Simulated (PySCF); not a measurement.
C7H12.
SMILES: `C1CC2(C1)CCC2`

A linear-response calculation (PySCF, def2-SVPD basis, gas phase, vertical, core orbitals frozen in the response) gave these numbers; the functional is withheld.

Orbital energies (eV): HOMO-3 -10.52, HOMO-2 -9.63, HOMO-1 -9.60, HOMO -9.23, LUMO 1.43, LUMO+1 1.75, LUMO+2 2.06.

| state | E (eV) | f | main configurations (H = HOMO, L = LUMO) |
| --- | --- | --- | --- |
| S1 | 7.88 | 0.0035 | H→L (94%) |
| S2 | 8.17 | 0.010 | H→L+1 (92%) |
| S3 | 8.21 | 0.057 | H-1→L (90%) |
| S4 | 8.25 | 0.074 | H-2→L (88%) |
| S5 | 8.52 | 0.0075 | H-1→L+1 (78%), H-4→L (9%) |
| S6 | 8.52 | 0.0033 | H-2→L+1 (70%), H→L+2 (13%), H-3→L (8%) |

Triplets (Tamm–Dancoff): T1 7.76 eV, H→L (91%); T2 7.96 eV, H→L+1 (87%); T3 8.02 eV, H-1→L (86%); T4 8.05 eV, H-2→L (84%).

Vertical ionisation energy by ΔSCF with the same functional: 9.88 eV. Mean static polarisability: 78.4 au.

**Question.** Name the functional.
A. B3LYP
B. HF
C. PBE
D. CAM-B3LYP

**Answer.** D. CAM-B3LYP is range-separated, 19% exact exchange at short range and 65% at long range (ω = 0.33 bohr⁻¹). In this run −ε(HOMO) = 9.23 eV differs from the ΔSCF value by -0.64 eV, and S1 differs from the orbital gap of 10.67 eV by -2.79 eV. The ratio −ε(HOMO)/IP is 0.93. Small neutral molecules mostly give 0.85 to 0.93 with CAM-B3LYP, 0.5 to 0.7 with PBE, 0.67 to 0.83 with B3LYP; with Hartree–Fock the ratio is 1 or more (Koopmans' value less the relaxation energy is the ΔSCF value).

Computed, not measured: TDDFT CAM-B3LYP/def2-SVPD, vertical, gas phase, core orbitals frozen in the response (PySCF 2.14.0, density-fitted response routines). Isolated species at its PBE0-D3(BJ)/def2-SVP geometry, gas phase.
